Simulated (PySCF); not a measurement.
Which level of theory gave which numbers?

Compound: phenylhydrazine, C6H8N2.
SMILES: `NNc1ccccc1`

The closed-shell ground state was solved 3 times with PySCF (density fitting, gas phase), always with PBE0, in these basis sets: 6-311+G(2d,p), 6-31G* and STO-3G. The structure is a single PBE0-D3(BJ)/def2-SVP conformer in the gas phase; no vibrational or solvent corrections.

```csv
row,total energy (Eh),HOMO (eV),LUMO (eV),dipole (D)
P,-342.6169,-5.83,-0.22,0.62
Q,-342.5088,-5.52,0.34,0.66
R,-338.2649,-3.63,3.05,0.74
```

Problem. Which basis belongs to which row?

Solution. P = 6-311+G(2d,p), Q = 6-31G*, R = STO-3G. From the lowest total energy up: 6-311+G(2d,p) (264 functions) 0 eV; 6-31G* (128 functions) +2.94 eV; STO-3G (48 functions) +118.42 eV.

Shape of the structure used: `[NH2:1][NH:2][c:3]1[cH:4][cH:5][cH:6][cH:7][cH:8]1`: N1–N2–C3–C4 -12°, H–N1–N2–C3 73°, H–N1–N2–C3 -48°.
